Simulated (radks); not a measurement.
Spherical quantum dot in the effective-mass picture: electrons in a parabolic well V = omega^2 r^2 / 2 with omega = 0.105, with a point charge +1 (a donor) at the centre, all in effective atomic units (hartree* = m*/eps^2 hartree, bohr* = eps/m* bohr), one dielectric constant everywhere. Method: non-relativistic Kohn-Sham, LDA (Slater exchange, Perdew-Wang correlation), spin-polarised, spherical densities; computed with a radial shooting solver with Libxc functionals. Levels are named by radial order and angular momentum (1s, 1p, 1d, 2s, ...), and open shells are averaged over m. Each electron was tried in the lowest free levels, single moves between levels near the top were tried too, and the lowest total energy was kept; such a search can miss a lower state. At N = 1 the Hartree and exchange-correlation terms need not cancel, so that row can carry a self-interaction error.

N                         open shells  2S  E (hartree*)  mu = E(N) - E(N-1) (hartree*)  addition energy mu(N+1) - mu(N) (hartree*)  e(HOMO) (hartree*)  rms radius (bohr*)
1                    1s(up 1, down 0)   1     -0.461263                       -0.46126                                      0.4912            -0.24197               1.729
2                                none   0     -0.431328                       0.029935                                      0.4086             0.16773               2.419
3                    1p(up 1, down 0)   1    0.00722389                        0.43855                                      0.1350             0.50547               3.768
4                    1p(up 2, down 0)   2      0.580820                        0.57360                                      0.1330             0.64104               4.510
5                    1p(up 3, down 0)   3       1.28739                        0.70657                                      0.1353             0.77107               5.055
6   1p(up 3, down 0) 2s(up 1, down 0)   4       2.12929                        0.84189                                      0.1392             0.90113               5.553
7   1p(up 3, down 1) 2s(up 1, down 0)   3       3.11038                        0.98109                                      0.1088              1.0357               5.947
8   1p(up 3, down 2) 2s(up 1, down 0)   2       4.20026                         1.0899                                      0.1070              1.1438               6.290
9                    2s(up 1, down 0)   1       5.39719                         1.1969                                      0.1117              1.2496               6.598
10                               none   0       6.70576                         1.3086                                      0.1348              1.3617               6.900
11                   1d(up 1, down 0)   1       8.14915                         1.4434                                     0.09507              1.4912               7.188
12                   1d(up 2, down 0)   2       9.68761                         1.5385                                     0.09332              1.5854               7.450
13                   1d(up 3, down 0)   3       11.3194                         1.6318                                     0.09159              1.6779               7.692
14                   1d(up 4, down 0)   4       13.0428                         1.7234                                     0.08991              1.7686               7.917
15                   1d(up 5, down 0)   5       14.8560                         1.8133                                      0.1039              1.8577               8.128
16                   1d(up 5, down 1)   4       16.7732                         1.9172                                     0.08495              1.9598               8.333
17                   1d(up 5, down 2)   3       18.7754                         2.0021                                     0.08384              2.0442               8.527
18                   1d(up 5, down 3)   2       20.8613                         2.0860                                     0.08271              2.1275               8.711
19                   1d(up 5, down 4)   1       23.0300                         2.1687                                     0.08159              2.2097               8.886
20                               none   0       25.2803                         2.2503                                      0.1155              2.2907               9.055
21                   1f(up 1, down 0)   1       27.6460                         2.3658                                     0.07761              2.4047               9.227
22                   1f(up 2, down 0)   2       30.0894                         2.4434                                     0.07674              2.4819               9.392
23                   1f(up 3, down 0)   3       32.6095                         2.5201                                     0.07588              2.5582               9.551
24                   1f(up 4, down 0)   4       35.2055                         2.5960                                     0.07505              2.6337               9.703
25                   1f(up 5, down 0)   5       37.8766                         2.6710                                     0.07423              2.7083               9.850
26                   1f(up 6, down 0)   6       40.6218                         2.7453                                     0.07344              2.7821               9.992
27                   1f(up 7, down 0)   7       43.4405                         2.8187                                     0.08557              2.8552               10.13
28                   1f(up 7, down 1)   6       46.3448                         2.9043                                     0.07106              2.9399               10.27
29                   1f(up 7, down 2)   5       49.3202                         2.9753                                     0.07045              3.0107               10.40
30                   1f(up 7, down 3)   4       52.3660                         3.0458                                     0.06984              3.0808               10.52
31                   1f(up 7, down 4)   3       55.4816                         3.1156                                     0.06924              3.1504               10.65
32                   1f(up 7, down 5)   2       58.6665                         3.1849                                           -              3.2193               10.77

All shells are closed at N = 2, 10, 20 (there: 1s2 1p6 1d10 2s2); the second difference of the energy has clear peaks (12 % above both neighbours; the first and last values, which can be the largest, are not judged, and half-filled shells can peak too) at N = 10, 15, 20, 27.
